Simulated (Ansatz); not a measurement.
Gas-phase electronic energies from Ansatz, PBE0-D4/def2-TZVP geometries. CCSD(T)/CBS is the MP2 limit (def2-TZVPP, def2-QZVPP) plus CCSD(T) − MP2 in def2-TZVPP, frozen cores. Functionals use def2-TZVPP. For Br outer-core shells are correlated without core-valence functions, which leaves a few kJ/mol of doubt a bond. Scalar relativity is left out up to krypton. Each species was taken in one conformer, which may not be the lowest.

`CC[N](C)[Al]([Cl])[Cl]` + HBr → `[Cl][Al]([Cl])[Br]` + ethylmethylamine  (ligand exchange at the Al–N bond)

```tsv
level	ΔE (kJ/mol)	difference from CCSD(T)/CBS
PBE-D4	-60.2	2.5
r2SCAN-D4	-63.7	-1.0
PBE0-D4	-65.3	-2.6
ωB97X-V	-62.2	0.5
ωB97M-V	-61.9	0.8
PBE	-67.4	-4.7
r2SCAN	-66.4	-3.7
PBE0	-71.9	-9.2
HF/def2-TZVPP	-84.6	-21.9
MP2/def2-TZVPP	-58.2	4.5
SCS-MP2/def2-TZVPP	-59.1	3.6
CCSD/def2-TZVPP	-60.3	2.4
CCSD(T)/def2-TZVPP	-56.8	5.9
SCS-MP2/def2-QZVPP	-62.2	0.5
HF/CBS(def2)	-84.0	-21.3
CCSD/CBS(def2)	-66.1	-3.4
CCSD(T)/CBS	-62.7	0
```

Largest T1 diagnostic among the species: 0.010.

From PBE to PBE0 (25 % exact exchange), in def2-TZVPP and without D4, ΔE moves by −4.5 kJ/mol. The D4 term adds +10.8 kJ/mol with B3LYP and +6.6 kJ/mol with PBE0; it sums over pairs of atoms, weighted by their polarisabilities, and B3LYP, whose exchange is more repulsive, gets the larger term. In def2-TZVPP, CCSD(T) changes the Hartree–Fock value by +27.8 kJ/mol (the triples alone add +3.4 kJ/mol) and MP2 by +26.5 kJ/mol.

CCSD(T)/CBS has its own doubt, a few kJ/mol and more with outer-core shells, so smaller differences from it don't rank the levels.

B3LYP here is the variant with VWN-RPA as its local correlation; programs differ in this.
